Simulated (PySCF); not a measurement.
PySCF input (PBE0/pcSseg-1):

```python
import numpy as np, basis_set_exchange as bse
from pyscf import gto, scf, dft, df
from pyscf.prop.nmr import rks as nmr

basis = {'C': gto.basis.parse(bse.get_basis('pcSseg-1', elements=['C'], fmt='nwchem')), 'Cl': gto.basis.parse(bse.get_basis('pcSseg-1', elements=['Cl'], fmt='nwchem'))}
mol = gto.M(
    atom='''
    Cl   -1.40250737   -0.20014729    0.02098688
    C    -0.03054783    0.84410807    0.00883340
    Cl    1.41328896   -0.09777321   -0.02410455
    ''',
    basis=basis,
    charge=0,
    verbose=4,
    max_memory=8640,
)
mf = dft.RKS(mol, xc='pbe0')
mf.grids.level = 3
mf.conv_tol = 1e-9
mf.max_cycle = 100
print('smallest overlap eigenvalue', np.linalg.eigvalsh(mol.intor('int1e_ovlp'))[0])
mf.kernel()
dip = mf.dip_moment()
n = nmr.NMR(mf)
n.verbose = 2
n.max_cycle_cphf = 60
sigma = n.kernel()
for i, x in enumerate(sigma):
    print(mol.atom_symbol(i), i + 1, round(x.trace() / 3, 3))
```

Output:

```
PySCF version 2.14.0

[INPUT] verbose = 4
[INPUT] num. atoms = 3
[INPUT] num. electrons = 40
[INPUT] charge = 0
[INPUT] spin (= nelec alpha-beta = 2S) = 0
[INPUT] symmetry False subgroup None
[INPUT] Mole.unit = angstrom
[INPUT] Symbol           X                Y                Z      unit          X                Y                Z       unit  Magmom
[INPUT]  1 Cl    -1.402507370000  -0.200147290000   0.020986880000 AA   -2.650354816984  -0.378223562674   0.039659455409 Bohr   0.0
[INPUT]  2 C     -0.030547830000   0.844108070000   0.008833400000 AA   -0.057727032400   1.595133071835   0.016692706749 Bohr   0.0
[INPUT]  3 Cl     1.413288960000  -0.097773210000  -0.024104550000 AA    2.670729069271  -0.184764589220  -0.045550997856 Bohr   0.0

nuclear repulsion = 116.879171406437
number of shells = 27
number of NR pGTOs = 116
number of NR cGTOs = 65
basis = {'C': [[0, [1243.2, 0.00603366], [187.145, 0.0449576], [42.5126, 0.197901], [11.7393, 0.5], [3.50548, 0.480364]], [0, [5.39089, -0.070398], [0.493341, 0.5]], [0, [0.149741, 1.0]], [1, [59.6736, 0.00629939], [9.18056, 0.0924897], [1.93658, 0.5]], [1, [0.526296, 1.0]], [1, [0.136319, 1.0]], [2, [0.8, 1.0]]], 'Cl': [[0, [56099.4, 0.000739546], [8415.87, 0.00571202], [1915.47, 0.0292323], [541.853, 0.112459], [175.685, 0.314046], [62.7047, 0.5], [23.4082, 0.301981]], [0, [52.2083, -0.0898067], [5.65919, 0.57366], [2.24102, 0.5]], [0, [0.456248, 1.0]], [0, [0.159554, 1.0]], [1, [2827.26, 0.000330198], [434.964, 0.00633287], [102.165, 0.0510518], [32.1545, 0.210174], [11.6187, 0.5]], [1, [4.41005, 1.0]], [1, [1.68514, 1.0]], [1, [0.537066, 1.0]], [1, [0.15477, 1.0]], [2, [0.6, 1.0]]]}
ecp = {}
smallest overlap eigenvalue 0.014456034541146226

******** <class 'pyscf.dft.rks.RKS'> ********
method = RKS
initial guess = minao
damping factor = 0
level_shift factor = 0
DIIS = <class 'pyscf.scf.diis.CDIIS'>
diis_start_cycle = 1
diis_space = 8
diis_damp = 0
SCF conv_tol = 1e-09
SCF conv_tol_grad = None
SCF max_cycles = 100
direct_scf = True
direct_scf_tol = 1e-13
XC library pyscf.dft.libxc version 7.1.2
    S. Lehtola, C. Steigemann, M. J. T. Oliveira, and M. A. L. Marques,  SoftwareX 7, 1–5 (2018)
XC functionals = pbe0
    C. Adamo and V. Barone,  J. Chem. Phys. 110, 6158 (1999)
    M. Ernzerhof and G. E. Scuseria,  J. Chem. Phys. 110, 5029 (1999)
radial grids:
    Treutler-Ahlrichs [JCP 102, 346 (1995); DOI:10.1063/1.469408] (M4) radial grids

becke partition: Becke, JCP 88, 2547 (1988); DOI:10.1063/1.454033
pruning grids: <function nwchem_prune>
grids dens level: 3
symmetrized grids: False
atomic radii adjust function: <function treutler_atomic_radii_adjust>
small_rho_cutoff = 0
Set gradient conv threshold to 3.16228e-05
Initial guess from minao.
tot grids = 51880
init E= -958.239260243826
  HOMO = -0.250859213238208  LUMO = -0.127548432796587  gap/eV = 3.35546
cycle= 1 E= -957.952413490612  delta_E= 0.287  |g|= 0.394  |ddm|= 1.82
  HOMO = -0.324064558352487  LUMO = -0.195305109515417  gap/eV = 3.50372
cycle= 2 E= -957.832352284383  delta_E= 0.12  |g|=  0.8  |ddm|= 0.876
  HOMO = -0.278560841926051  LUMO = -0.129445608076697  gap/eV = 4.05763
cycle= 3 E= -957.994984369003  delta_E= -0.163  |g|= 0.0319  |ddm|= 0.608
  HOMO = -0.28137650956964  LUMO = -0.127712376518094  gap/eV = 4.18141
cycle= 4 E= -957.995187610373  delta_E= -0.000203  |g|= 0.0133  |ddm|= 0.0509
  HOMO = -0.281815525578981  LUMO = -0.127932569681349  gap/eV = 4.18737
cycle= 5 E= -957.995230972601  delta_E= -4.34e-05  |g|= 0.00162  |ddm|= 0.0136
  HOMO = -0.28142690073901  LUMO = -0.127544564476349  gap/eV = 4.18735
cycle= 6 E= -957.995231938023  delta_E= -9.65e-07  |g|= 0.000326  |ddm|= 0.00268
  HOMO = -0.281475344239986  LUMO = -0.127592026010014  gap/eV = 4.18738
cycle= 7 E= -957.99523198106  delta_E= -4.3e-08  |g|= 7.63e-05  |ddm|= 0.000814
  HOMO = -0.281470954372967  LUMO = -0.127589895676181  gap/eV = 4.18732
cycle= 8 E= -957.995231983416  delta_E= -2.36e-09  |g|= 1.23e-05  |ddm|= 0.000233
  HOMO = -0.281471100008147  LUMO = -0.127590225458015  gap/eV = 4.18731
cycle= 9 E= -957.995231983468  delta_E= -5.25e-11  |g|= 1.65e-06  |ddm|= 2.6e-05
  HOMO = -0.281470766513909  LUMO = -0.127589813191229  gap/eV = 4.18731
Extra cycle  E= -957.99523198347  delta_E= -1.82e-12  |g|= 1.17e-06  |ddm|= 2.99e-06
converged SCF energy = -957.99523198347
Dipole moment(X, Y, Z, Debye):  0.04268, -1.17958, -0.01234
Cl 1 -301.269
C 2 -478.69
Cl 3 -301.269
```
